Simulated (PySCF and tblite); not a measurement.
Molecule: C₅H₁₀FN, numbered as in [CH3:1][C@@:2]1([F:3])[CH2:4][CH2:5][NH:6][CH2:7]1; H named by carrier, a and b as here (out-of-plane angle 0°, Å):

```
C1       1.822   -0.189   -0.696
C2       0.679   -0.262    0.304
F3       1.213   -0.724    1.506
C4      -0.004    1.096    0.548
C5      -1.510    0.837    0.385
N6      -1.560   -0.357   -0.401
C7      -0.455   -1.219   -0.132
H1a      1.441    0.107   -1.668
H1b      2.562    0.535   -0.363
H1c      2.302   -1.161   -0.778
H4a      0.344    1.820   -0.187
H4b      0.245    1.461    1.543
H5a     -1.978    0.698    1.376
H5b     -2.019    1.660   -0.120
H6      -2.282   -0.570   -1.054
H7a     -0.181   -1.805   -1.012
H7b     -0.649   -1.917    0.703
```

The mean out-of-plane torsion at N6 (0° is planar) is held and the rest relaxed at GFN2-xTB. Energies: PBE0/pcSseg-1 + D3(BJ). Couplings: B3LYP/6-31G* with H pcJ-1 F pcJ-1 N pcJ-1, gas phase, for ¹H, ¹⁹F, ¹⁵N. Programs: tblite and PySCF.

One held structure gave ¹J(N6,H6) = -79.4, ³J(H6,H7b) = 4.4, ³J(H5a,H6) = 2.2, ³J(F3,H7a) = 14.7, ³J(F3,H7b) = 35.9, ³J(H6,H7a) = -0.4, ³J(F3,H4a) = 26.8, ³J(H5b,H6) = 0.4 Hz. Computed couplings to fluorine can be off by tens of per cent at such levels.

(1) At which out-of-plane angle was it held?
A. 45°
B. -45°
C. 0°
D. -28°
E. 28°

## Answers

(1) E. It lies 0.33 kcal/mol above the lowest point.
